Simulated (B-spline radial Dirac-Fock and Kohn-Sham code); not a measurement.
**Binding energies of Ta⁹⁺ at several levels of theory**

System: Ta⁹⁺ in the configuration [Kr] 4d10 4f13 5s2 5p3.

The density-functional columns are spherical, spin-unpolarised Dirac-Kohn-Sham results without Breit or QED terms: −ε is minus the orbital energy of the initial state and ΔSCF the difference of two total energies. The reference in the last column comes from Dirac-Fock (average of configuration) total-energy differences with a finite nucleus, the Breit interaction including its frequency dependence, and self-energy and vacuum-polarisation corrections. All numbers are from a radial B-spline solver, in eV; a selection of levels is shown. For the 1s level of heavy atoms much of the gap between ΔSCF and the reference is the Breit and QED part, -333.6 eV here; for other levels the error of the functional can be larger.

```
level   LDA −ε  LDA ΔSCF  Dirac-Fock
    K  67350.9   67900.2     67578.5
   L1  11692.3   11796.6     11855.2
   L2  11187.5   11320.3     11303.7
   L3   9918.6   10034.0     10047.9
   M1   2794.5    2828.0      2880.8
   M2   2569.0    2604.6      2637.7
   M3   2295.9    2328.7      2364.0
   M4   1912.8    1951.4      1959.6
   M5   1853.2    1890.8      1901.1
   N1    688.1     705.7       735.0
   N3    531.5     548.4       570.6
   N4    377.7     394.3       404.7
   N5    366.0     382.3       393.0
 N6,7    171.9     187.2       183.8
   O1    209.3     219.9       217.4
 O2,3    171.2     180.9       178.3
```

Values without a named source are computed, but for edge energies of neutral atoms, which are taken from tables.
